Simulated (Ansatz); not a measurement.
Correlation energies of C$_{2}$H$_{9}$InSn (`C[CH]([InH2])[SnH3]`) by basis set

Z-matrix (Å, degrees):
```
Sn
C 1 2.156
In 1 3.515 2 35.6
H 1 1.712 2 109.2 3 164.2
H 1 1.717 2 110.1 3 45.5
H 1 1.709 2 111.2 3 -74.4
C 2 1.529 1 111.0 3 -126.7
H 2 1.095 1 103.8 3 113.9
H 3 1.727 1 103.9 2 -123.4
H 3 1.729 1 123.1 2 92.9
H 7 1.095 2 111.9 1 -174.9
H 7 1.096 2 112.4 1 -54.7
H 7 1.094 2 111.9 1 65.6
```

Charge 0, multiplicity 1. Correlated methods include outer-core shells of In, Sn, which these sets cover unevenly. In, Sn takes the def2 core potential. The structure was optimised at the PBE0-D4/def2-TZVP level. Frozen core, restricted reference, the Gaussian-basis code of Ansatz.

```json
{"basis": "def2-SVP", "HF (Eh)": "-483.39013", "MP2 corr.": "-0.51000", "CCSD corr.": "?", "(T)": "?", "CCSD(T) total": "?"}
{"basis": "def2-TZVPP", "HF (Eh)": "?", "MP2 corr.": "-0.99816", "CCSD corr.": "–", "(T)": "–", "CCSD(T) total": "–"}
{"basis": "def2-QZVPP", "HF (Eh)": "?", "MP2 corr.": "-1.42019", "CCSD corr.": "–", "(T)": "–", "CCSD(T) total": "–"}
```

(1) Fill in the withheld values. (Estimate.)

## Answers

(1) Ansatz gave: def2-SVP CCSD corr.: -0.57326; def2-SVP (T): -0.01808; def2-SVP CCSD(T) total: -483.98147; def2-TZVPP HF (Eh): -483.49442; def2-QZVPP HF (Eh): -483.50155.
